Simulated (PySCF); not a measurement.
Species: C₄H₈GeO₃.
Z-matrix (Å and degrees, PBE0-D3(BJ)/def2-SVP geometry), rows numbered from 1:
```
C 
C   1  1.3311
O   2  1.3750  1  129.10
C   3  1.3389  2  124.66  1     0.28
O   4  1.2027  3  125.60  2     0.39
C   4  1.5089  3  110.60  2  -179.41
O   6  1.3725  4  114.87  3  -179.58
Ge  7  1.8026  6  130.33  4    -3.49
H   1  1.0875  2  123.44  3    -0.14
H   1  1.0915  2  117.11  3   179.86
H   2  1.0920  1  122.60  3  -179.90
H   6  1.1089  4  106.47  3    56.37
H   6  1.1083  4  106.58  3   -55.91
H   8  1.5411  7   98.85  6  -177.12
H   8  1.5373  7  112.05  6   -61.58
H   8  1.5365  7  112.26  6    67.32
```

All values: PBE0/def2-SVPD (PySCF, non-relativistic), on one gas-phase PBE0-D3(BJ)/def2-SVP geometry that isn't relaxed in the solvent. The solvent is an IEF-PCM continuum (Bondi radii, 1.10 Å for H, scaled by 1.2), and excitations are vertical TDDFT with non-equilibrium linear response and a frozen core. Only the electrostatic response of the medium enters. Spin–orbit coupling is left out although an atom past zinc is present.

Gas-phase singlets (H = HOMO, L = LUMO):

| state | E (eV) | λ (nm) | f | leading configurations |
| --- | --- | --- | --- | --- |
| S1 | 5.619 | 221 | 0.001 | H-2→L 79%, H-3→L 13% |
| S2 | 5.887 | 211 | 0.123 | H→L 83%, H-1→L 13% |
| S3 | 6.227 | 199 | 0.095 | H-1→L 82%, H→L 12% |
| S4 | 6.693 | 185 | 0.000 | H→L+1 48%, H-1→L+1 46% |
| S5 | 7.025 | 176 | 0.050 | H→L+2 57%, H-3→L 10% |

Problem. Give the list for dichloromethane (ε = 8.93), n² = 2.03.

Solution. 
| state | E (eV) | λ (nm) | f | leading configurations | change by rank (eV) |
| --- | --- | --- | --- | --- | --- |
| S1 | 5.684 | 218 | 0.001 | H-2→L 82%, H-3→L 11% | +0.065 |
| S2 | 5.872 | 211 | 0.219 | H→L 91% | -0.015 |
| S3 | 6.242 | 199 | 0.043 | H-1→L 90% | +0.015 |
| S4 | 6.677 | 186 | 0.000 | H-1→L+1 59%, H→L+1 39% | -0.016 |
| S5 | 7.025 | 176 | 0.074 | H→L+2 66%, H-1→L+2 10% | 0.000 |

Problem. Give the list for acetonitrile (ε = 35.69), n² = 1.81.

Solution. 
```tsv
state	E (eV)	λ (nm)	f	leading configurations	change by rank (eV)
S1	5.694	218	0.001	H-2→L 82%, H-3→L 11%	+0.075
S2	5.883	211	0.216	H→L 91%	-0.004
S3	6.255	198	0.040	H-1→L 90%	+0.028
S4	6.677	186	0.000	H-1→L+1 59%, H→L+1 38%	-0.016
S5	7.028	176	0.069	H→L+2 66%, H-1→L+2 10%	+0.003
```

Problem. The ground-state energy changes by -0.186 eV from gas to acetonitrile. By how much does the total energy of gas-phase S1 change?

Solution. E(S1) = E(S0) + excitation energy, so it changes by -0.186 + 0.075 = -0.111 eV: it is lowered less than the ground state, which is what a blue shift means. This is the vertical state, with the slow part of the continuum still set for S0.

Problem. How do the frontier levels move from gas to acetonitrile?

Solution. 
```json
{"orbital": "LUMO+2", "gas (eV)": "0.38", "solvent (eV)": "0.38", "change (eV)": "0.00", "Löwdin shares, gas": "Ge8 37 %, H16 9 %, H15 9 %, H14 9 %", "Löwdin shares, solvent": "Ge8 42 %, H16 11 %, H15 11 %, H14 10 %"}
{"orbital": "LUMO+1", "gas (eV)": "0.31", "solvent (eV)": "0.28", "change (eV)": "-0.03", "Löwdin shares, gas": "Ge8 33 %, O7 13 %, H15 10 %, H16 10 %", "Löwdin shares, solvent": "Ge8 36 %, O7 15 %, H15 11 %, H16 11 %"}
{"orbital": "LUMO", "gas (eV)": "-0.80", "solvent (eV)": "-0.69", "change (eV)": "+0.11", "Löwdin shares, gas": "C4 26 %, O5 22 %, C1 16 %, C2 12 %", "Löwdin shares, solvent": "C4 27 %, O5 22 %, C1 15 %, C2 12 %"}
{"orbital": "HOMO", "gas (eV)": "-7.67", "solvent (eV)": "-7.57", "change (eV)": "+0.10", "Löwdin shares, gas": "C1 26 %, C2 21 %, O7 17 %, O3 13 %", "Löwdin shares, solvent": "C1 32 %, C2 26 %, O3 15 %, O7 9 %"}
{"orbital": "HOMO-1", "gas (eV)": "-7.98", "solvent (eV)": "-7.99", "change (eV)": "-0.01", "Löwdin shares, gas": "O7 36 %, C1 11 %, C2 9 %, Ge8 9 %", "Löwdin shares, solvent": "O7 43 %, Ge8 10 %, C6 9 %, H16 7 %"}
{"orbital": "HOMO-2", "gas (eV)": "-8.15", "solvent (eV)": "-8.17", "change (eV)": "-0.02", "Löwdin shares, gas": "O5 26 %, O7 16 %, Ge8 14 %, C6 8 %", "Löwdin shares, solvent": "O5 29 %, O7 14 %, Ge8 12 %, C6 9 %"}
{"orbital": "HOMO-3", "gas (eV)": "-9.32", "solvent (eV)": "-9.37", "change (eV)": "-0.05", "Löwdin shares, gas": "O5 34 %, O7 24 %, Ge8 9 %, H14 7 %", "Löwdin shares, solvent": "O5 29 %, O7 24 %, Ge8 12 %, H14 8 %"}
```

The HOMO–LUMO gap goes from 6.87 to 6.88 eV. Rows go by rank; for HOMO-2, HOMO-1 and HOMO the atom shares or the degeneracy differ between the runs, so the row needn't follow one orbital.
